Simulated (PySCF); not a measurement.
Two species compared at the same levels of theory.

First species: C₄H₃Cl₂N.
Geometry (GFN2-xTB, Å), atoms numbered from 1 in this order:
```xyz
10
C4H3Cl2N angstrom
N     -0.1392    2.8021   -0.4666
C      0.3975    1.8186   -0.2221
C      1.0849    0.6279    0.0720
C      0.4831   -0.5682    0.0747
Cl     1.3766   -1.9914    0.4339
C     -0.9692   -0.7772   -0.1785
Cl    -1.7839   -1.1221    1.3872
H      2.1384    0.7341    0.2883
H     -1.4314    0.1199   -0.5905
H     -1.1479   -1.6392   -0.8210
```

Second species: C7H10O.
SMILES: `CC1=COC=C(C)C1`

Levels: PBE0/pcSseg-1 for dipole moment, HOMO energy, LUMO energy and HOMO–LUMO gap; GFN2-xTB for rotational constant A and rotational constant C. Geometries: GFN2-xTB. All species are isolated and taken at one optimised geometry, non-relativistic unless stated; the electronic structure was computed with PySCF and density fitting.

The conformers computed, where there is a choice (atom-mapped SMILES and torsion angles):
- `[N:1]#[C:2]/[CH:3]=[C:4](/[Cl:5])[CH2:6][Cl:7]`: C3–C4–C6–Cl7 -105°

Values for the first species:

```
Dipole moment         : 2.85 D
HOMO energy           : -8.28 eV
LUMO energy           : -2.38 eV
HOMO–LUMO gap         : 5.90 eV
Rotational constant A : 2.018 GHz
Rotational constant C : 0.867 GHz
```

**Question.** Estimate the same properties for the second species, and the change in each.

**Answer.** 
```
             property      first     second  second less first
        dipole moment     2.85 D     1.24 D            -1.61 D
          HOMO energy   -8.28 eV   -5.84 eV           +2.44 eV
          LUMO energy   -2.38 eV    0.49 eV           +2.87 eV
        HOMO–LUMO gap    5.90 eV    6.33 eV           +0.43 eV
rotational constant A  2.018 GHz  3.468 GHz         +1.450 GHz
rotational constant C  0.867 GHz  1.189 GHz         +0.322 GHz
```

On the first: The dipole equals about 9.5 × 10⁻³⁰ C·m (1 D = 3.33564 × 10⁻³⁰ C·m).

On the second: In atomic units the dipole is 0.49 e·bohr (1 au = 2.5417 D). Point group C2v permits a dipole; with 1.24 D the species has a pure rotational spectrum.
